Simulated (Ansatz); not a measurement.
CH4B2, SMILES `BB=C` (charge 0, multiplicity 1).

Cartesian coordinates (Å):
SMILES: C=BB
```xyz
7

B      1.4908     0.1037    -0.1642
B     -0.0971    -0.0066     0.0108
C     -1.4780    -0.1027     0.1628
H      1.9723     0.8557    -0.9542
H      2.2300    -0.5637     0.4914
H     -2.1743     0.4934    -0.4179
H     -1.9437    -0.7797     0.8713
```
Charge 0, spin multiplicity 1.

Frozen-core energies in cc-pVTZ from Ansatz (a quantum-chemistry and plane-wave program) at a geometry from B3LYP-D3(BJ)/def2-TZVP; the HF reference has <S^2> = 0.00 (restricted, and unstable towards unrestricted orbitals) and the T1 diagnostic is 0.017.

```csv
level,energy (Ha),difference from CCSDT(Q) (mHa)
HF,-89.50932,408.41
MP2,-89.86154,56.19
CCSD,-89.89837,19.36
CCSD(T),-89.91545,2.28
CCSDT,-89.91668,1.05
CCSDT(Q),-89.91773,0.00
```
